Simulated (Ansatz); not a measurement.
```yaml
crystal:
  periodic: [false, false, false]
  atoms:
    - {symbol: N, position_ang: [-0.775677, 1.764519, 0.692440]}
    - {symbol: Mo, position_ang: [0.183404, 0.026595, 0.100619]}
    - {symbol: N, position_ang: [1.692966, -0.037480, 0.920003]}
    - {symbol: N, position_ang: [-0.792230, -1.338663, 0.700502]}
    - {symbol: N, position_ang: [0.551174, 0.067631, -1.738079]}
    - {symbol: H, position_ang: [-0.699092, 2.870018, 0.512882]}
    - {symbol: H, position_ang: [2.363594, 0.102769, 1.780004]}
    - {symbol: H, position_ang: [-0.372363, -2.120207, 1.317054]}
    - {symbol: H, position_ang: [-2.127965, -1.029390, 1.234982]}
    - {symbol: H, position_ang: [1.196684, -0.606652, -2.183294]}
    - {symbol: H, position_ang: [-0.547737, 0.410617, -2.321625]}
basis:
  gaussian: {orbitals: def2-SVP}
hamiltonian: {xc: {name: B2PLYP}}
relax: {f_tol: 0.0001, max_steps: 2}
output: {forces: true}
```

```sh
$ ansatz run in.yaml --threads 4 --pin off --events-out ev --progress --plain --max-ram 10444MiB
```

Output, abridged:

```
Functional definition: B2PLYP
1349 factors; integrals over basis functions are off by at most 2.4e-4 eV
mean field evaluation 1: about -7866.8376 eV, gradient 8.9e1 eV
mean field evaluation 2: about -7866.9672 eV, gradient 8.9e1 eV
mean field evaluation 4: about -7876.9145 eV, gradient 5.4e1 eV
mean field evaluation 8: about -7884.2886 eV, gradient 1.7e0 eV
mean field evaluation 16: about -7884.3207 eV, gradient 2.9e-2 eV
mean field evaluation 32: about -7884.3207 eV, gradient 5.4e-6 eV
mean field -7884.32067638 eV, -289.7434406726 hartree, gradient 5.4e-6 eV, S^2 0.000000; 2 other end points of the search recorded, 0 dependent functions left out; unrestricted orbitals would lower it
4 core orbitals not correlated: weight in the atoms' cores, before any rotation towards them, 1.000 or more for the frozen orbitals, at most 0.000 for the correlated occupied ones
reference -7884.32089268 eV, -289.7434486215 hartree; 20, 20 occupied and 93, 93 virtual orbitals, 1349 factors
second order -42.57078180 eV of doubles, -0.00000000 eV of singles
relax step   1: F+E_penalty+E_count = -7895.81478747 eV  Δ(F+E_penalty+E_count) = +0.000e0 eV  max|allowed force component| = 1.038e1 eV/Å  Δτ_max = 0.0000 Å  (126 SCF iters, accepted)
1349 factors; integrals over basis functions are off by at most 7.7e-4 eV
mean field -7889.41097565 eV, -289.9305057203 hartree, gradient 2.2e-6 eV, S^2 0.000000; 0 other end points of the search recorded, 0 dependent functions left out
4 core orbitals not correlated: weight in the atoms' cores, before any rotation towards them, 1.000 or more for the frozen orbitals, at most 0.000 for the correlated occupied ones
reference -7889.41118844 eV, -289.9305135401 hartree; 20, 20 occupied and 93, 93 virtual orbitals, 1349 factors
second order -40.69666048 eV of doubles, -0.00000000 eV of singles
relax step   2: F+E_penalty+E_count = -7900.39907398 eV  Δ(F+E_penalty+E_count) = -4.584e0 eV  max|allowed force component| = 3.972e0 eV/Å  Δτ_max = 0.1995 Å  (64 SCF iters, accepted)
Error: geometry relaxation did not converge after 2 steps: max|allowed force component| = 3.97e0 eV/Å (threshold 1.0e-4). Raise `relax.max_steps` over both its present limit and 2, loosen `relax.f_tol`, or start from a geometry closer to equilibrium. Where this run's directory can be resumed (`checkpoint.write`), a resume goes on for up to `relax.max_steps` more
```

Something in this input is off. What?

The relaxation is allowed too few steps for its threshold. No converged result was reached.
